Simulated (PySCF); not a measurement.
# Indirect couplings

Geometry:
| atom | x (Å) | y (Å) | z (Å) |
| --- | --- | --- | --- |
| C1 | -1.023 | -0.008 | 0.084 |
| Se2 | 0.452 | -1.268 | 0.279 |
| C3 | 1.801 | -0.032 | 0.191 |
| N4 | 2.684 | 0.722 | 0.139 |
| H5 | -0.965 | 0.492 | -0.890 |
| H6 | -1.936 | -0.616 | 0.140 |
| H7 | -1.006 | 0.719 | 0.904 |

Method: B3LYP/pcJ-1 (pcSseg-1 on Se)//PBE0-D3(BJ)/def2-SVP, PySCF 2.14; isolated molecule, single conformer, non-relativistic. Couplings are averaged over pairs made equivalent by symmetry, fast rotation or ring inversion, so a value needn't be that of the named pair in this geometry, while other rotamers aren't included; one pair stands for each set, and the list holds those of at least 0.8 Hz over up to four bonds.

Isotopes: 13C, 1H, 15N.

```csv
pair,bonds,J (Hz)
"C1, H5",1,?
"C3, N4",1,-8.5
"C1, C3",2,?
"H5, H6",2,-11.0
"C3, H5",3,6.2
```

Q: Estimate the withheld couplings, with signs.

A: 
- 1J(C1,H5) = 154.6 Hz (mean over equivalent pairs that range from 146.3 to 158.8 Hz in this conformer)
- 2J(C1,C3) = -2.1 Hz (angle at Se2 97°)

Relativistic effects of the heavier atoms present are left out.
